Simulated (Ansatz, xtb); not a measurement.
Dissociation curve of SMILES [GaH3] (H3Ga). The Ga1–H4 bond (Ga1 also carries H, H; H4 carries nothing else) is stretched with both fragments frozen at the PBE0/def2-TZVP optimised geometry.

- GFN1-xTB (xtb)
- FCI = full CI/def2-SVP, cores with 3d frozen (Ansatz, a program for electronic structure)

Energies relative to the lowest point of each curve near equilibrium, in eV:

| R / Å | GFN1-xTB |
|---|---|
| 1.25 | 1.266 |
| 1.57 | 0.000 |
| 1.76 | 0.226 |
| 1.79 | 0.283 |
| 1.93 | 0.594 |
| 2.10 | 1.019 |
| 2.37 | 1.713 |
| 2.60 | 2.281 |
| 2.82 | 2.781 |
| 3.19 | 3.499 |
| 4.24 | 4.836 |
| 4.68 | 5.166 |

Question: What does FCI give at the same points?

Answer: 1.25: 1.301; 1.57: 0.000; 1.76: 0.173; 1.79: 0.229; 1.93: 0.543; 2.10: 0.987; 2.37: 1.691; 2.60: 2.212; 2.82: 2.615; 3.19: 3.078; 4.24: 3.485; 4.68: 3.510 (eV).
